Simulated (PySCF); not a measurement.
Vertical excitations of a molecule CH₉NSi₄ from TDA-ωB97X/def2-SVPD (PySCF 2.14.0), as energy in eV (oscillator strength): 3.55 (0.000), 5.32 (0.004), 5.66 (0.035), 6.28 (0.006), 6.48 (0.035), 6.55 (0.047). Lowest triplet (TDA): 2.92 eV. Geometry: PBE-D3(BJ)/def2-SVP. One conformer was computed; it need not be the lowest.

Task: Identify the compound among the candidates.
A. [SiH3][SiH2][Si@H]1N=C[SiH2]1
B. [SiH3]C1=N[SiH2][SiH2][SiH2]1
C. [SiH3][Si@H]1[SiH2]C=N[SiH2]1
D. [SiH3]C1=N[Si@@H]([SiH3])[SiH2]1

Result: C, [SiH3][Si@H]1[SiH2]C=N[SiH2]1
